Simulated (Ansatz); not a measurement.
Gas-phase electronic energies from Ansatz, PBE0-D4/def2-TZVP geometries. CBS: MP2 limit from def2 TZ/QZ plus the TZ coupled-cluster correction, frozen cores. DFT in def2-TZVPP. B3LYP here is the variant with VWN-RPA as its local correlation; programs differ in this. For Ti outer-core shells are correlated without core-valence functions, which leaves a few kJ/mol of doubt a bond. Scalar relativity is left out up to krypton. One conformer a species, not always the lowest.

Reaction (substitution at a C–C bond): `CC1(F)CO1` + `[OH][Ti]([SH])([Cl])[Cl]` → `C[S][Ti]([OH])([Cl])[Cl]` + `FC1CO1`

| level | ΔE (kcal/mol) |
| --- | --- |
| B3LYP-D4 | 7.7 |
| SCS-MP2/def2-TZVPP | 8.0 |

Question: What does CCSD(T)/CBS give? (Estimate.)

Answer: The calculation gave: +8.0 kcal/mol. The listed levels differ from it by -0.3, 0.0 kcal/mol.

Largest T1 diagnostic among the species: 0.026, so the coupled-cluster value is less sure than usual.

In def2-TZVPP, CCSD(T) changes the Hartree–Fock value by −2.0 kcal/mol (the triples alone add −0.8 kcal/mol) and MP2 by −2.8 kcal/mol. From PBE to PBE0 (25 % exact exchange), in def2-TZVPP and without D4, ΔE moves by +0.9 kcal/mol.
